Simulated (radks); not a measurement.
Q: The mean radii <r> (bohr) of the occupied orbitals of an atom or ion are listed with their occupations. Method: scalar-relativistic Kohn-Sham, BLYP, spin-unpolarised, spherical densities, point nucleus; computed with a radial shooting solver on a logarithmic mesh with Libxc functionals.

| orbital | occ. | <r> |
|---|---|---|
| 1s | 2 | 0.06356 |
| 2s | 2 | 0.2932 |
| 2p | 6 | 0.2599 |
| 3s | 2 | 0.8755 |
| 3p | 6 | 0.9172 |
| 3d | 2 | 1.024 |

Name the element and its charge.

A: Z = 24, chromium, charge +4: Cr4+ in [Ar] 3d2. The 1s radius gives Z: for a bare nucleus <r> = (2 gamma + 1)/(2Z) with gamma = sqrt(1 - (Z/c)^2), 0.06186 bohr for Z = 24, and screening makes it slightly larger (0.06356 here). The occupations add up to 20, and the charge is Z minus that.
